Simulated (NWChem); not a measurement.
## Ionisation of hexafluoropropene (C3F6)

SMILES: FC(F)=C(C(F)(F)F)F
```xyz
9

F      2.4775    -0.2896     0.7567
C      1.3832     0.2310     0.2613
F      1.5702     1.4452    -0.1869
C      0.2212    -0.4323     0.2324
F      0.1644    -1.6726     0.7267
C     -1.0940     0.0597    -0.3063
F     -2.0209     0.0830     0.6621
F     -0.9888     1.2893    -0.8174
F     -1.5428    -0.7609    -1.2662
```
Charge 0, spin multiplicity 1.

The numbers come from NWChem runs, not from measurements. Structure: optimised with B3LYP/def2-SVP, with no frequency check, so it may be a saddle point.

Basis set: def2-SVP. −ε marks an orbital energy of the parent.

B3LYP has NWChem's definition, with VWN1-RPA local correlation.

Problem. For the first vertical ionisation energy, −ε(HOMO) of HF gives 11.74 eV and −ε(HOMO) of PBE gives 6.56 eV. What do −ε(HOMO) of B3LYP, −ε(HOMO) of BP86, −ε(HOMO) of TPSS give?

Solution. −ε(HOMO) of B3LYP: 7.89 eV; −ε(HOMO) of BP86: 6.69 eV; −ε(HOMO) of TPSS: 6.70 eV.
